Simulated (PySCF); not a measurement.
A run for PySCF: R-M06-2X/6-31G* on AsBH4O2 (SMILES OB(O)[AsH2]), a point of a torsion scan.

```python
from pyscf import gto, scf, dft, mp
from pyscf.data.elements import chemcore

mol = gto.M(
    atom='''
    O    -1.07759176   -1.15338768    0.34957153
    B    -0.39375252   -0.02543997    0.09236772
    O    -1.08794757    1.14285034    0.07245911
    As    1.63004901   -0.23408874   -0.21069227
    H    -2.01911090   -1.05138136    0.50493166
    H    -0.60339648    1.94625591   -0.11173515
    H     1.82563272   -0.81303421    1.15968549
    H     1.47408875   -1.62363267   -0.74260901
    ''',
    basis='6-31g*',
    cart=True,
    charge=0, spin=0, verbose=3, max_memory=1800)
mf = dft.RKS(mol, xc='m062x')
mf.conv_tol = 1e-8
mf.max_cycle = 100
mf.kernel()
if not mf.converged:
    mf = mf.newton().run(mf.mo_coeff, mf.mo_occ)
```

It printed:

```
converged SCF energy = -2413.30588841661
```

Self-consistency was reached.

Cost: roughly 11 core-seconds.
